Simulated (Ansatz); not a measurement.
Relaxation of FH5NOSi (9 atoms, charge 0, multiplicity 2), to a largest force component of 0.03 eV/Å in at most 50 steps.

All numbers below come from UKS PBE0/def2-SVP (Ansatz 0.2.0).

```xyz
9
Properties=species:S:1:pos:R:3:forces:R:3
Si 0.172 -0.150 0.115 -0.07 0.24 -0.27
H 0.374 -0.918 1.356 0.04 -0.18 0.33
N 1.704 0.092 -0.593 0.03 0.00 -0.04
H 2.420 -0.625 -0.580 -0.02 0.02 0.00
H 1.852 0.760 -1.341 -0.01 -0.02 0.04
H -0.500 1.164 0.267 0.02 -0.02 0.00
F -0.854 -1.060 -0.775 0.01 -0.01 0.00
O -0.099 0.213 3.196 -0.02 -0.05 -0.06
H -0.871 -0.383 3.256 0.02 0.03 0.01
```

Question: Where does it end, and by what steps?

Answer: The run converged. After 41 steps the energy has fallen by 1.191 eV; H5 moved furthest, 1.93 Å. Parted: Si1–H2 (1.47 → 3.08 Å). Joined: H2–O8 (2.21 → 0.96 Å).

```
step  energy less start (eV)  largest force component (eV/Å)  accepted
   0                  0.0000                           0.334       yes
   2                 -0.0074                           0.600       yes
   4                 -0.0226                           0.041       yes
   6                 -0.0265                           0.070       yes
   8                 -0.0296                           1.183        no
  10                 -0.0566                           0.278       yes
  12                 -0.1294                           1.487       yes
  14                 -0.5769                           3.295       yes
  16                 -0.7916                           3.152        no
  18                 -0.9814                           0.206       yes
  20                 -1.0293                           0.268       yes
  22                 -1.0394                           0.112       yes
  24                 -1.0517                           0.463       yes
  26                 -1.0684                           0.630       yes
  28                 -1.1034                           0.602       yes
  30                 -1.1419                           0.709       yes
  32                 -1.1635                           0.528       yes
  34                 -1.1859                           0.222       yes
  36                 -1.1853                           0.394        no
  38                 -1.1900                           0.071       yes
  40                 -1.1878                           0.153        no
  41                 -1.1909                           0.022       yes
```

```xyz
9
Properties=species:S:1:pos:R:3
Si -0.198 -0.491 -0.252
H 0.261 -0.844 2.777
N 1.427 0.076 -0.373
H 1.991 -0.221 -1.162
H 1.959 0.156 0.487
H -1.136 0.589 0.228
F -0.620 -0.778 -1.812
O 0.586 -0.027 2.380
H -0.072 0.633 2.629
```

Time of the run: 2 min on 2 threads of Arm Neoverse V2 (shared host), peak memory 0.23 GiB.
